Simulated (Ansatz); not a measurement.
Cartesian coordinates (Å):
```xyz
7

F      1.4880     0.0748     1.0368
C      0.6863     0.1042    -0.0945
C     -0.5899    -0.6019    -0.0592
C     -0.6433     0.6949     0.0126
H      1.3309     0.1788    -0.9664
H     -1.0958    -1.5531    -0.0605
H     -1.2251     1.5957     0.1158
```
Charge 0, spin multiplicity 1.

Calculation: frozen-core CCSD(T)/cc-pVTZ // PBE0-D3(BJ)/def2-TZVP in Ansatz (a program for electronic structure).

```yaml
HF energy: -214.76590 Ha
MP2 correlation energy: -0.72407 Ha
```

Estimate the CCSD correlation energy, the (T) correction, the total energy and the T1 diagnostic.


* **CCSD correlation energy**: -0.74054 Ha
* **(T) correction**: -0.03135 Ha
* **CCSD(T) total energy**: -215.53778 Ha
* **T1 diagnostic**: 0.011
